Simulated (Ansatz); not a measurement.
System: C$_{2}$H$_{6}$BO (charge 0, doublet). It need not be the lowest isomer of its formula. 
Coordinates optimised at B3LYP-D3(BJ)/def2-TZVP (Ansatz, a first-principles code):
SMILES: [O]B(C)C
```xyz
10

C      1.4208    -0.5159    -0.2020
B     -0.0096     0.1641     0.0415
C     -1.3497    -0.7018    -0.1057
O     -0.0828     1.4193     0.3587
H      2.2479     0.1781    -0.0714
H      1.5324    -1.3494     0.4952
H      1.4442    -0.9221    -1.2158
H     -1.3007    -1.5395     0.5937
H     -1.3888    -1.1122    -1.1173
H     -2.2511    -0.1238     0.0851
```
Charge 0, spin multiplicity 2.

Wanted: atomisation energy (electronic, to ground-state atoms), in kcal/mol. Correlated levels leave the core frozen unless marked. UHF or UKS for open shells. No spin-orbit coupling. No relativistic terms. The coupled-cluster limit lacks core correlation, which all-electron functionals hold. CBS(X,Y): correlation extrapolated as X^-3; Hartree-Fock from the larger set.

```
level                            program  atomisation energy (kcal/mol)
------------------------  --------------  -----------------------------
HF/STO-3G                         Ansatz                          896.5
PBE-D4/def2-TZVPD         Ansatz + dftd4                          962.0
BLYP-D4/def2-TZVPD        Ansatz + dftd4                          943.2
r2SCAN-D3(BJ)/def2-TZVPD  Ansatz + dftd3                          948.5
B97M-V/def2-TZVPD                 Ansatz                          944.7
PBE0-D3(BJ)/def2-TZVPD    Ansatz + dftd3                          945.2
PBE0/def2-TZVPD                   Ansatz                          942.2
```

**Question.** Estimate the value at CCSD(T)/CBS(aug-cc-pVTZ,aug-cc-pVQZ) as computed with Ansatz.

**Answer.** 933.8 kcal/mol, so PBE0/def2-TZVPD differs from it by 8.4 kcal/mol.
